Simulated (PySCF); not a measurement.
## Spinor energies of Mo²³⁺ (molybdenum, charge +23)

Start: [Ar] 3d1; 3d3/2 filled at m_j = +3/2. Calculated with PySCF 2.14 in an uncontracted even-tempered set (16 s from 3 bohr⁻², ratio 2.8; 12 p from 3.8 bohr⁻², ratio 2.8; 8 d from 3.8 bohr⁻², ratio 2.8; 3 f from 12 bohr⁻², ratio 3): generalised Hartree-Fock with the X2C-1e Hamiltonian and a Gaussian nucleus; one run each with spin-orbit coupling (SO) switched off, then screened by Boettger's factors.

```csv
spinor shell,electrons,"ε, spin-free (eV)","ε, screened SO (eV)",weight of nominal j (screened SO),"rms radius, screened SO (bohr)"
1s1/2,2,-21071.2,-21070.0,1.000,0.0404
2s1/2,2,-3863.1,-3862.7,1.000,0.165
2p1/2,2,-3551.5,-3627.5,1.000,0.144
3s1/2,2,-1319.6,-1319.5,1.000,0.417
3p1/2,2,-1210.2,-1228.9,0.996,0.407
3p3/2,4,-1210.2,-1201.3,0.998,0.416
3d3/2,1,-1080.7,-1083.5,1.000,0.371
```

Task: Where does 2p3/2 lie, and what is the 2p spin-orbit splitting (screened SO)?

Result: At -3515.5 eV, 111.97 eV above 2p1/2.

```csv
quantity,spin-free,screened SO
E (hartree),-3723.12233,-3723.70431
M_J,3/2,3/2
⟨J²⟩,4.038,3.751
⟨L²⟩,6.002,6.007
⟨S²⟩,0.751,0.756
```

Each row is a mean over spinors that exchange with the open shell spreads, by up to 12.702 eV (3p1/2).

Breit and QED terms are absent; they matter most for the inner s and p1/2 levels.

Densities and radii are taken from the X2C orbitals without a picture-change correction, which distorts them close to the nucleus.

Without spin-orbit coupling the j labels of p, d and f shells carry no meaning; the spin-free column gives the mean over the occupied spinors of each nl shell, and its ⟨J²⟩ belongs to a mixture of degenerate components.
